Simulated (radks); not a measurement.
Problem. Species: neutral boron. Configuration: [He] 2s2 2p(up 0.5, down 0.5) (fractional occupations, a model configuration). All-electron calculation, scalar-relativistic Kohn-Sham, r2SCAN, spin-polarised, spherical densities, finite nucleus; meta-GGA in the generalised Kohn-Sham scheme; Fermi nuclear charge, rms radius 2.406 fm. Program: a radial shooting solver on a logarithmic mesh with Libxc functionals. Some entries of the table are withheld. Estimate them.

| orbital | occ. | eigenvalue (eV) | <r^2> (bohr^2) |
|---|---|---|---|
| 1s | 2 | (1) | (2) |
| 2s | 2 | -9.8679 | (3) |
| 2p | 1 | (4) | (5) |

Solution. 
(1) 1s eigenvalue (eV): -183.8994
(2) 1s <r^2> (bohr^2): 0.1459
(3) 2s <r^2> (bohr^2): 4.636
(4) 2p eigenvalue (eV): -3.4433
(5) 2p <r^2> (bohr^2): 6.813
